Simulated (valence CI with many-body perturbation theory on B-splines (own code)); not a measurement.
Results of a calculation; reference values are marked as such.
**V¹⁷⁺: what the settings do**

Level of theory: configuration interaction combined with many-body perturbation theory (CI+MBPT): four valence electrons over a frozen Dirac-Fock core [He], a basis of 6 s, 6 p, 5 d, 3 f, 1 g functions for each j, with the one-electron correlation potential Σ1 (screened to all orders), the two-electron term Σ2, the three-electron term Σ3, Breit, model QED; selected single and double excitations, second order for the rest, scaled by the run's own slope (own B-spline code, finite nucleus).

No measured spectrum was set against this ion. As an estimate, levels of excited configurations hold to 0.05 to 0.15 % of their energy, terms of the ground configuration to about 0.5 %.

The reference run has the lowest level 2s2.2p2 3P_0 and an ionisation energy of 1260.13 eV. Its largest variational space holds 11603 state functions.

Changed runs:
A. Breit term on → off
B. natural orbitals for correlation on → off
C. QED terms on → off
D. start configuration 2s2 2p2 → 2s2 3p2 (bad on purpose)

Excitation energies of the reference run in cm⁻¹, and shifts in cm⁻¹:

| Level | Reference | A | B | C |
| --- | --- | --- | --- | --- |
| 2s2.2p2 3P_1 | 37846 | +1603 | -125 | -126 |
| 2s2.2p2 3P_2 | 68189 | +3835 | +162 | -174 |
| 2s2.2p2 1D_2 | 161233 | +4126 | +1921 | -236 |
| 2s2.2p2 1S_0 | 269334 | +2646 | +1679 | -141 |
| 2s.2p3 5S°_2 | 366412 | +2141 | -5004 | +1974 |
| 2s.2p3 3D°_2 | 623981 | +1312 | +1801 | +2023 |
| 2s.2p3 3D°_1 | 625256 | +878 | +1881 | +2026 |
| 2s.2p3 3D°_3 | 635113 | +4055 | +1696 | +1967 |
| 2s.2p3 3P°_0 | 732193 | +883 | +2498 | +1968 |
| 2s.2p3 3P°_1 | 735746 | +1897 | +2477 | +1949 |
| 2s.2p3 3P°_2 | 743736 | +2850 | +2428 | +1914 |
| 2s.2p3 3S°_1 | 897971 | +1458 | +5228 | +2074 |
| Ionisation energy (eV) | 1260.13 | +0.65 | -0.43 | -0.026 |

Run D: It gave no result: the start configuration must fill the lowest shells above the core. The program said: "3p is not the lowest shell of its kind above the core".
